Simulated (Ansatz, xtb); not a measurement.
**CH11FSi4: which of two isomers lies lower**

Structure a is `F[SiH2]C[SiH]([SiH3])[SiH3]`, a singlet and structure b is `C[Si@H](F)[SiH]([SiH3])[SiH3]`, a singlet. Both are isolated molecules in the gas phase, relaxed with r2SCAN-D4/def2-SVP; each stands in its lowest conformer found.

Problem. Estimate which is lower in electronic energy at CCSD(T)/def2-SVP + ΔMP2/def2-TZVPP, and by roughly how much.

Solution. Too close to call at this level: CCSD(T)/def2-SVP + ΔMP2/def2-TZVPP gives E(b) − E(a) = −0.025 eV.

How the difference moves with the method:

```
                             level            geometry  E(b) − E(a) (eV)  departure from the last row (eV)  job, with rough time for the two
                r2SCAN-D4/def2-SVP  r2SCAN-D4/def2-SVP              −0.116                            −0.091             optimisation, 2.5 min
                       HF/def2-SVP  r2SCAN-D4/def2-SVP              −0.026                             0.000           part of the CCSD(T) run
                      MP2/def2-SVP  r2SCAN-D4/def2-SVP              −0.007                            +0.018           part of the CCSD(T) run
                  CCSD(T)/def2-SVP  r2SCAN-D4/def2-SVP              −0.042                            −0.017                      single point
CCSD(T)/def2-SVP + ΔMP2/def2-TZVPP  r2SCAN-D4/def2-SVP              −0.025                                                  single point, 66 s
```

As drawn, b has 1 Si–Si, 1 C–H in place of 1 C–Si, 1 Si–H.

The largest departure from CCSD(T)/def2-SVP + ΔMP2/def2-TZVPP is that of r2SCAN-D4/def2-SVP, 0.091 eV. Levels run at GFN2-xTB geometries aren't shown. The last row adds to CCSD(T) the change of the MP2 difference between the two basis sets, here +0.017 eV.

With thermal terms from frequencies at re-optimised GFN2-xTB minima (ideal gas, soft modes damped towards free rotors, one conformer each, 298.15 K, 1 atm): the zero-point term adds +0.053 eV; ΔH is +0.046 and ΔG −0.002 eV.

The correlated steps freeze 22 core orbitals. Mirror images aren't counted in ΔG. Run with Ansatz 0.2.0, xtb 6.7.1; the last row on 4 threads of Arm Neoverse V2 on a shared host.
